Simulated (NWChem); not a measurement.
# C5H5FSi; SMILES C#CC([SiH3])=C=CF

Results from NWChem. Pople sets run with spherical d functions. All runs use the structure optimised with B3LYP/6-31G* (spherical d). Level: B3LYP/6-31G* with SMD (1 M gas to 1 M solution), gas-phase geometry. Reactions with the solvent are ignored.

For solvent water:

```
Quantity                                     Value
-------------------------------------------  -----
solvation free energy (kcal/mol)               2.5
cavity-dispersion-structure term (kcal/mol)    6.8
dipole in solution (D)                        1.63
```

Question: What are these values for solvent toluene?

Answer: 
- solvation free energy (kcal/mol) = -2.3
- cavity-dispersion-structure term (kcal/mol) = 0.1
- dipole in solution (D) = 1.51
